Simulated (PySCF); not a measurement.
**Radial density of Cl²⁺ (chlorine, charge +2)**

UHF, [Ne] 3s1 3p3 4s1, high-spin 6S determinant (an excited configuration). All numbers are calculated (PySCF 2.14, no relativity, point nucleus, in aug-cc-pV(Q+d)Z with one added diffuse shell each of s, p, d, f, g type (8s7p6d4f3g, 114 functions)).

```json
{"r (bohr)": "0.00140", "4πr²ρ (e/bohr)": "0.07572", "4πr²(ρα − ρβ)": "0.0004"}
{"r (bohr)": "0.00236", "4πr²ρ (e/bohr)": "0.2075", "4πr²(ρα − ρβ)": "0.0010"}
{"r (bohr)": "0.00397", "4πr²ρ (e/bohr)": "0.5556", "4πr²(ρα − ρβ)": "0.0027"}
{"r (bohr)": "0.00667", "4πr²ρ (e/bohr)": "1.434", "4πr²(ρα − ρβ)": "0.0071"}
{"r (bohr)": "0.0112", "4πr²ρ (e/bohr)": "3.477", "4πr²(ρα − ρβ)": "0.0172"}
{"r (bohr)": "0.0189", "4πr²ρ (e/bohr)": "7.592", "4πr²(ρα − ρβ)": "0.0377"}
{"r (bohr)": "0.0318", "4πr²ρ (e/bohr)": "13.92", "4πr²(ρα − ρβ)": "0.0692"}
{"r (bohr)": "0.0534", "4πr²ρ (e/bohr)": "19.22", "4πr²(ρα − ρβ)": "0.1001"}
{"r (bohr)": "0.0899", "4πr²ρ (e/bohr)": "17.51", "4πr²(ρα − ρβ)": "0.1437"}
{"r (bohr)": "0.151", "4πr²ρ (e/bohr)": "13.19", "4πr²(ρα − ρβ)": "0.3845"}
{"r (bohr)": "0.254", "4πr²ρ (e/bohr)": "17.92", "4πr²(ρα − ρβ)": "0.7871"}
{"r (bohr)": "0.428", "4πr²ρ (e/bohr)": "15.96", "4πr²(ρα − ρβ)": "0.2390"}
{"r (bohr)": "0.719", "4πr²ρ (e/bohr)": "4.610", "4πr²(ρα − ρβ)": "0.6682"}
{"r (bohr)": "1.21", "4πr²ρ (e/bohr)": "3.423", "4πr²(ρα − ρβ)": "3.2902"}
{"r (bohr)": "2.03", "4πr²ρ (e/bohr)": "1.438", "4πr²(ρα − ρβ)": "1.4378"}
{"r (bohr)": "3.42", "4πr²ρ (e/bohr)": "0.4343", "4πr²(ρα − ρβ)": "0.4343"}
{"r (bohr)": "5.76", "4πr²ρ (e/bohr)": "0.06340", "4πr²(ρα − ρβ)": "0.0634"}
{"r (bohr)": "9.68", "4πr²ρ (e/bohr)": "2.183e-05", "4πr²(ρα − ρβ)": "0.0000"}
```

The outer electron is Rydberg-like, and this basis confines it to a smaller radius and binds it less than a complete one would.
